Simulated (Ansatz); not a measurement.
Cu2Sn. Total charge 0; singlet. Geometry PBE-D4/def2-TZVP.

Cartesian coordinates in Å:
```
Cu 1.2706 0.1357 -0.7135
Cu -1.0591 1.0028 -0.1210
Sn -0.2115 -1.1385 0.8345
```

In the def2 sets Sn takes a core potential; there is no spin–orbit coupling. B3LYP takes the VWN-RPA correlation. The structure comes from a short search, and lower isomers may exist.

Estimate the orbital energies around the gap (eV) in Ansatz with PBE-D4/def2-TZVPD, r2SCAN-D4/def2-TZVPD, B3LYP-D4/def2-TZVP, PBE0-D4/def2-SVP, PBE0-D4/def2-TZVP.


```json
{"orbital": "HOMO−5", "PBE-D4/def2-TZVPD": "-5.93", "r2SCAN-D4/def2-TZVPD": "-6.07", "B3LYP-D4/def2-TZVP": "-7.41", "PBE0-D4/def2-SVP": "-7.17", "PBE0-D4/def2-TZVP": "-7.73"}
{"orbital": "HOMO−4", "PBE-D4/def2-TZVPD": "-5.78", "r2SCAN-D4/def2-TZVPD": "-5.91", "B3LYP-D4/def2-TZVP": "-7.26", "PBE0-D4/def2-SVP": "-7.06", "PBE0-D4/def2-TZVP": "-7.57"}
{"orbital": "HOMO−3", "PBE-D4/def2-TZVPD": "-5.62", "r2SCAN-D4/def2-TZVPD": "-5.74", "B3LYP-D4/def2-TZVP": "-7.15", "PBE0-D4/def2-SVP": "-6.95", "PBE0-D4/def2-TZVP": "-7.47"}
{"orbital": "HOMO−2", "PBE-D4/def2-TZVPD": "-5.59", "r2SCAN-D4/def2-TZVPD": "-5.72", "B3LYP-D4/def2-TZVP": "-7.14", "PBE0-D4/def2-SVP": "-6.93", "PBE0-D4/def2-TZVP": "-7.47"}
{"orbital": "HOMO−1", "PBE-D4/def2-TZVPD": "-5.49", "r2SCAN-D4/def2-TZVPD": "-5.57", "B3LYP-D4/def2-TZVP": "-6.08", "PBE0-D4/def2-SVP": "-5.84", "PBE0-D4/def2-TZVP": "-6.13"}
{"orbital": "HOMO", "PBE-D4/def2-TZVPD": "-4.38", "r2SCAN-D4/def2-TZVPD": "-4.45", "B3LYP-D4/def2-TZVP": "-4.90", "PBE0-D4/def2-SVP": "-4.69", "PBE0-D4/def2-TZVP": "-4.96"}
{"orbital": "LUMO", "PBE-D4/def2-TZVPD": "-3.75", "r2SCAN-D4/def2-TZVPD": "-3.60", "B3LYP-D4/def2-TZVP": "-3.18", "PBE0-D4/def2-SVP": "-2.70", "PBE0-D4/def2-TZVP": "-2.91"}
{"orbital": "LUMO+1", "PBE-D4/def2-TZVPD": "-2.55", "r2SCAN-D4/def2-TZVPD": "-2.37", "B3LYP-D4/def2-TZVP": "-2.03", "PBE0-D4/def2-SVP": "-1.58", "PBE0-D4/def2-TZVP": "-1.79"}
{"orbital": "LUMO+2", "PBE-D4/def2-TZVPD": "-2.05", "r2SCAN-D4/def2-TZVPD": "-1.83", "B3LYP-D4/def2-TZVP": "-1.52", "PBE0-D4/def2-SVP": "-1.02", "PBE0-D4/def2-TZVP": "-1.23"}
{"orbital": "LUMO+3", "PBE-D4/def2-TZVPD": "-0.93", "r2SCAN-D4/def2-TZVPD": "-0.75", "B3LYP-D4/def2-TZVP": "0.32", "PBE0-D4/def2-SVP": "1.14", "PBE0-D4/def2-TZVP": "0.51"}
{"orbital": "LUMO+4", "PBE-D4/def2-TZVPD": "-0.63", "r2SCAN-D4/def2-TZVPD": "-0.33", "B3LYP-D4/def2-TZVP": "1.04", "PBE0-D4/def2-SVP": "2.29", "PBE0-D4/def2-TZVP": "1.32"}
{"orbital": "LUMO+5", "PBE-D4/def2-TZVPD": "0.12", "r2SCAN-D4/def2-TZVPD": "0.49", "B3LYP-D4/def2-TZVP": "1.70", "PBE0-D4/def2-SVP": "2.37", "PBE0-D4/def2-TZVP": "1.96"}
```
